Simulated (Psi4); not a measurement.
H2OSi, triplet, geometry from GFN2-xTB (a higher spin typed on purpose: for a closed-shell molecule this is an excited state), atoms displaced at random by about 0.002 Å a coordinate; HF/6-31G* in Psi4.

Psi4 was given this input:
```
memory 2 GB

molecule mol {
0 3
  Si    0.070338   -0.442236    0.006257
  O    -0.171856    1.087871   -0.011411
  H    -0.994209   -1.432445   -0.000486
  H     1.382065   -1.057934    0.022125
}

set basis 6-31g*
set reference uhf

energy('scf')
print_variables()
```

Task: Predict the main parts of the log of this Psi4 run.

Result: 
```
   => Loading Basis Set <=

    Name: 6-31G*
    Role: ORBITAL
    Keyword: BASIS

         ---------------------------------------------------------
                                   SCF
               by Justin Turney, Rob Parrish, Andy Simmonett
                          and Daniel G. A. Smith
                              UHF Reference
         ---------------------------------------------------------

  ==> Geometry <==

    Molecular point group: c1
    Full point group: C1

    Geometry (in Angstrom), charge = 0, multiplicity = 3:

       Center              X                  Y                   Z               Mass
    ------------   -----------------  -----------------  -----------------  -----------------
         SI           0.078820524100    -0.496992920120     0.005945132923    27.976926534650
         O           -0.163373475900     1.033114079880    -0.011722867077    15.994914619570
         H           -0.985726475900    -1.487201920120    -0.000797867077     1.007825032230
         H            1.390547524100    -1.112690920120     0.021813132923     1.007825032230

  Running in c1 symmetry.

  Rotational constants: A =      5.78024  B =      0.60045  C =      0.54395 [cm^-1]
  Rotational constants: A = 173287.22200  B =  18001.03846  C =  16307.10270 [MHz]
  Nuclear repulsion =   51.878221828431663

  Charge       = 0
  Multiplicity = 3
  Electrons    = 24
  Nalpha       = 13
  Nbeta        = 11

  ==> Algorithm <==

  SCF Algorithm Type is DF.
  DIIS enabled.
  MOM disabled.
  Fractional occupation disabled.
  Guess Type is SAD.
  Energy threshold   = 1.00e-06
  Density threshold  = 1.00e-06
  Integral threshold = 1.00e-12

  ==> Primary Basis <==

  Basis Set: 6-31G*
    Blend: 6-31G*
    Number of shells: 18
    Number of basis functions: 38
    Number of Cartesian functions: 38
    Spherical Harmonics?: false
    Max angular momentum: 2

   => Loading Basis Set <=

    Name: (6-31G* AUX)
    Role: JKFIT
    Keyword: DF_BASIS_SCF

  ==> Integral Setup <==

  SCF_SUBTYPE=INCORE selected. In-core MEM_DF algorithm will be used.
  Using in-core AOs.

  ==> MemDFJK: Density-Fitted J/K Matrices <==

    J tasked:                   Yes
    K tasked:                   Yes
    wK tasked:                   No
    Algorithm:                 Core
    Schwarz Cutoff:           1E-12
    Mask sparsity (%):       0.1385
    Fitting Condition:        1E-10

   => Auxiliary Basis Set <=

  Basis Set: (6-31G* AUX)
    Blend: CC-PVDZ-JKFIT
    Number of shells: 78
    Number of basis functions: 261
    Number of Cartesian functions: 261
    Spherical Harmonics?: false
    Max angular momentum: 3

  Minimum eigenvalue in the overlap matrix is 9.5794542176E-03.
  Reciprocal condition number of the overlap matrix is 1.8552020961E-03.
    Using symmetric orthogonalization.

  ==> Pre-Iterations <==

  SCF Guess: Superposition of Atomic Densities via on-the-fly atomic UHF (no occupation information).

   -------------------------
    Irrep   Nso     Nmo
   -------------------------
     A         38      38
   -------------------------
    Total      38      38
   -------------------------

  ==> Iterations <==

                           Total Energy        Delta E     RMS |[F,P]|

   @DF-UHF iter SAD:  -364.02955097310974   -3.64030e+02   0.00000e+00
   @DF-UHF iter   1:  -364.55798957472598   -5.28439e-01   1.41193e-02 ADIIS/DIIS
   @DF-UHF iter   2:  -364.60473941137639   -4.67498e-02   1.67519e-02 ADIIS/DIIS
   @DF-UHF iter   3:  -364.77223660109371   -1.67497e-01   3.38007e-03 ADIIS/DIIS
   @DF-UHF iter   4:  -364.80508981274022   -3.28532e-02   2.02046e-03 ADIIS/DIIS
   @DF-UHF iter   5:  -364.82247705076657   -1.73872e-02   5.83178e-04 ADIIS/DIIS
   @DF-UHF iter   6:  -364.82299424919813   -5.17198e-04   6.35042e-04 ADIIS/DIIS
   @DF-UHF iter   7:  -364.82386636801994   -8.72119e-04   1.83485e-04 ADIIS/DIIS
   @DF-UHF iter   8:  -364.82393543848792   -6.90705e-05   3.40619e-05 DIIS
   @DF-UHF iter   9:  -364.82393874426623   -3.30578e-06   1.93285e-05 DIIS
   @DF-UHF iter  10:  -364.82393967275192   -9.28486e-07   4.91239e-06 DIIS
   @DF-UHF iter  11:  -364.82393973273741   -5.99855e-08   1.32815e-06 DIIS
   @DF-UHF iter  12:  -364.82393973902992   -6.29251e-09   9.48645e-07 DIIS
  Energy and wave function converged.

  ==> Post-Iterations <==

   @Spin Contamination Metric:   1.825055490E-02
   @S^2 Expected:                2.000000000E+00
   @S^2 Observed:                2.018250555E+00
   @S   Expected:                1.000000000E+00
   @S   Observed:                1.000000000E+00

    Orbital Energies [Eh]
    ---------------------

    Alpha Occupied:

[...]
      13A     -0.252966

    Alpha Virtual:

[...]
      38A      3.871168

    Beta Occupied:

[...]
    Beta Virtual:

[...]
    Final Occupation by Irrep:
              A
    DOCC [    11 ]
    SOCC [     2 ]
    NA   [    13 ]
    NB   [    11 ]

  @DF-UHF Final Energy:  -364.82393973902992

   => Energetics <=

    Nuclear Repulsion Energy =             51.8782218284316627
    One-Electron Energy =                -608.2165433178947751
    Two-Electron Energy =                 191.5143817504332446
    Total Energy =                       -364.8239397390299246

  UHF NO Occupations:
  HONO-2 :   11  A 1.9937930
  HONO-1 :   12  A 1.0000000
  HONO-0 :   13  A 1.0000000
  LUNO+0 :   14  A 0.0062070
  LUNO+1 :   15  A 0.0013815
  LUNO+2 :   16  A 0.0011393
  LUNO+3 :   17  A 0.0002369

Computation Completed

Properties will be evaluated at   0.000000,   0.000000,   0.000000 [a0]

Properties computed using the SCF density matrix

 Multipole Moments:

 ------------------------------------------------------------------------------------
     Multipole            Electronic (a.u.)      Nuclear  (a.u.)        Total (a.u.)
 ------------------------------------------------------------------------------------

 L = 1.  Multiply by 2.5417464519 to convert [e a0] to [Debye]
 Dipole X            :         -0.3240043            0.3804408            0.0564365
 Dipole Y            :          2.1118892           -2.4431912           -0.3313020
 Dipole Z            :         -0.0288926            0.0197745           -0.0091182
 Magnitude           :                                                    0.3361982

 ------------------------------------------------------------------------------------

  Variable Map:
  ----------------------------------------------------------------------------
[...]
  Array Variable Map:
  ----------------------------------------------------------------------------
[...]
[...]
```
